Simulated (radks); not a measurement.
Q: All-electron atom: Nd51+ in [He] 2s2 2p4 4s1 (not the ground configuration). Method: Dirac Kohn-Sham, PBE, spin-unpolarised, spherical densities, point nucleus; open shells fill j = l - 1/2 first; computed with a radial shooting solver on a logarithmic mesh with Libxc functionals. Some entries of the table are withheld. Estimate them.

orbital,occ.,eigenvalue (eV),r(max) (bohr),<1/r> (bohr^-1)
1s1/2,2,(1),0.01508,(2)
2s1/2,2,-10908.77,0.08420,(3)
2p1/2,2,(4),0.06369,16.07
2p3/2,2,(5),0.06889,14.47
4s1/2,1,-2485.266,0.4304,(6)

A: 
(1) 1s1/2 eigenvalue (eV): -47723.28
(2) 1s1/2 <1/r> (bohr^-1): 66.15
(3) 2s1/2 <1/r> (bohr^-1): 16.15
(4) 2p1/2 eigenvalue (eV): -10637.03
(5) 2p3/2 eigenvalue (eV): -10077.46
(6) 4s1/2 <1/r> (bohr^-1): 3.645
